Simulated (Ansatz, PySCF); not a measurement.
BFO, charge -1, doublet, geometry from GFN2-xTB (a state made from the parent by changing its charge; the spin is typed, not shown lowest). Base run: CCSD(T)/6-311G** (PySCF).

PySCF was given this input:
```python
from pyscf import gto, scf, cc

mol = gto.M(
    atom='''
F    -1.246835    0.252425    0.110093
B     0.200928   -0.491199   -0.309364
O     1.277110    0.023021    0.069498
''',
    basis='6-311g**',
    charge=-1,
    spin=1,
    verbose=3,
)

mf = scf.UHF(mol)
mf.kernel()

mycc = cc.CCSD(mf)
mycc.kernel()
et = mycc.ccsd_t()
print('E(CCSD(T)) = %.10f' % (mycc.e_tot + et))
```

The same geometry, method and basis name were run in Ansatz (a first-principles code) and PySCF, at each program's defaults and at the settings that a row names. The base is PySCF at its defaults. Differences at the defaults can come from grids, fitting, cores and function types together.

```csv
code and settings,ΔE vs base (mEh),basis functions,E (Eh),SCF cycles
"PySCF, defaults (exact integrals, spherical functions, all electrons correlated)",0.000,54,-199.62389,14
"Ansatz, defaults (factorised integrals, spherical functions, frozen core)",56.343,54,-199.56755,-
"PySCF, frozen core",56.339,54,-199.56755,14
"Ansatz, high accuracy, frozen core",56.339,54,-199.56755,-
```

Open shells are given as the SCF converged; they aren't shown to be the lowest states, and a large step between rows can be another state.
